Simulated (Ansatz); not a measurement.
Isolated molecules relaxed with PBE0-D4/def2-TZVP in Ansatz; ΔE leaves out vibrations. CCSD(T)/CBS adds triple-zeta CCSD(T) − MP2 to the extrapolated MP2 energy (def2 sets, frozen cores). def2 core potentials past Kr. For Sn outer-core shells are correlated without core-valence functions, which leaves a few kJ/mol of doubt a bond. Each species was taken in one conformer, which may not be the lowest.

Consider the redistribution: `C=CN[SiH2]C` + `S[SiH2][SnH3]` → `C[SiH2][SnH3]` + `C=CN[SiH2]S`.

| level | ΔE (eV) |
| --- | --- |
| CCSD/def2-TZVPP | -0.08 |
| SCS-MP2/def2-QZVPP | -0.08 |

(1) What does CCSD(T)/CBS give? (Best estimate.)

Largest T1 diagnostic among the species: 0.013.

Results:

(1) Computed: -0.08 eV. The listed levels differ from it by 0.00, 0.00 eV.

In def2-TZVPP, CCSD(T) changes the Hartree–Fock value by −0.03 eV (the triples alone add −0.01 eV) and MP2 by −0.04 eV.
